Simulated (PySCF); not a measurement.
Species: C3H10OPSi (doublet state).
Numbering: `[CH3:1][CH:2]([CH3:3])[O:4][SiH:5][PH2:6]` (hydrogens: H7, H8, H9 on C1; H10 on C2; H11, H12, H13 on C3; H14 on Si5; H15, H16 on P6)

Cartesian coordinates in Å at the GFN2-xTB level; atoms count from 1:
```xyz
16
C3H10OPSi angstrom
C     -1.303   -1.538   -0.860
C     -0.823   -0.456    0.102
C     -1.717    0.778    0.053
O      0.490   -0.117   -0.249
Si     1.573    0.799    0.535
P      3.424    0.489   -0.664
H     -2.300   -1.870   -0.585
H     -0.624   -2.386   -0.829
H     -1.322   -1.147   -1.874
H     -0.819   -0.854    1.128
H     -1.674    1.221   -0.939
H     -1.371    1.513    0.776
H     -2.745    0.508    0.279
H      1.715    0.292    1.919
H      4.210    1.166    0.249
H      3.279    1.610   -1.462
```

The hyperfine couplings belong to this conformer and change with its torsions.

Computed, not measured: UKS B3LYP, pcH-1 on C H O P Si, non-relativistic, mean-field spin-orbit, GIAO in PySCF 2.14.0. Geometry: GFN2-xTB, one conformer, isolated molecule. The geometry wasn't refined by DFT: couplings that depend on bond lengths, twists or pyramidal angles can differ widely from those at the functional's own minimum, by a factor of two or more for some ions and for spin on atoms past the first row. The SCF solution wasn't tested for stability.

**Question.** The isotropic 13C couplings, averaged over equivalent nuclei, are -3.1, +1.3 MHz. Assign them to C1/C3; C2.

**Answer.** 
```csv
site,a_iso (MHz),ρ(0) (bohr⁻³),position,distance from Si5 (Å),spin population,largest |T| (MHz)
C1/C3,+1.3,+0.0012,3 bonds from Si5,3.64,+0.01,1.5
C2,-3.1,-0.0027,2 bonds from Si5,2.74,-0.01,1.3
```

**Question.** Match the computed a_iso(1H) values +109.2, +15.0, +1.9, -0.2 MHz (means over equivalent nuclei) with the sites H7 (×6); H10; H14; H15/H16.

**Answer.** 
```json
{"site": "H7 (×6)", "a_iso (MHz)": "-0.2", "ρ(0) (bohr⁻³)": "0.0000", "position": "4 bonds from Si5", "distance from Si5 (Å)": "4.02", "bound to": "C1/C3", "spin population there": "+0.01", "largest |T| (MHz)": "2.8"}
{"site": "H10", "a_iso (MHz)": "+1.9", "ρ(0) (bohr⁻³)": "+0.0004", "position": "3 bonds from Si5", "distance from Si5 (Å)": "2.97", "bound to": "C2", "spin population there": "-0.01", "largest |T| (MHz)": "3.7"}
{"site": "H14", "a_iso (MHz)": "+109.2", "ρ(0) (bohr⁻³)": "+0.0244", "position": "1 bond from Si5", "distance from Si5 (Å)": "1.48", "bound to": "Si5", "spin population there": "+0.75", "largest |T| (MHz)": "7.4"}
{"site": "H15/H16", "a_iso (MHz)": "+15.0", "ρ(0) (bohr⁻³)": "+0.0033", "position": "2 bonds from Si5, on P6 of spin population +0.11", "distance from Si5 (Å)": "2.71", "bound to": "P6", "spin population there": "+0.11", "largest |T| (MHz)": "4.6"}
```

ρ(0) is the spin density at the nucleus and T the dipolar tensor; a_iso includes a spin–orbit part; entries for several nuclei are means. Largest spin populations (Mulliken): Si5 (+0.75), P6 (+0.11) and O4 (+0.08). Si5 is the only atom above +0.15. The angles at Si5 add up to 323.4°, so it is pyramidal.

Class means assume fast exchange of nuclei equivalent by connectivity; if that motion is slow, each nucleus keeps its own coupling. The 1H value of +15.0 MHz is a mean of couplings from -3.4 to 33.3 MHz in this one geometry, not an average over conformers.

Hardware: one thread of an AMD EPYC 9R45, shared host with 96 logical CPUs at a one-minute load of 51. Cost: 40 s (grids of density and orbitals included), 0.97 GiB resident at most.
